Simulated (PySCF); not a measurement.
Job for PySCF: R-MP2/6-31G* on C4H6O (a complex), monomers drawn apart or pushed together.

```python
from pyscf import gto, scf, dft, mp
from pyscf.data.elements import chemcore

mol = gto.M(
    atom='''
    C     0.45952735   -0.10697570    0.24635210
    O    -0.49701243    0.48403125    0.30112565
    C     1.14546762   -0.71520613    4.08377562
    C    -0.15278344   -0.51411309    4.27083960
    C    -0.83243537    0.81656591    4.23097755
    H     1.82403765    0.10802965    3.88933257
    H     1.57821896   -1.70661062    4.11659250
    H    -0.79318337   -1.37162342    4.46121107
    H    -1.35287237    1.02021871    5.17103155
    H    -0.12084314    1.62345108    4.05072332
    H    -1.58799348    0.84507972    3.44030311
    ''',
    basis='6-31g*',
    cart=True,
    charge=0, spin=0, verbose=3, max_memory=1800)
mf = scf.RHF(mol)
mf.conv_tol = 1e-8
mf.max_cycle = 100
mf.kernel()
if not mf.converged:
    mf = mf.newton().run(mf.mo_coeff, mf.mo_occ)
pt = mp.MP2(mf, frozen=chemcore(mol)).run()
```

It printed:

```
converged SCF energy = -229.809494771566
E(RMP2) = -230.476589506014  E_corr = -0.667094734447364
E(SCS-RMP2) = -230.467850378942  E_corr = -0.658355607376047
```

Self-consistency was reached.

Cost: around 1.2 core-seconds (rough).
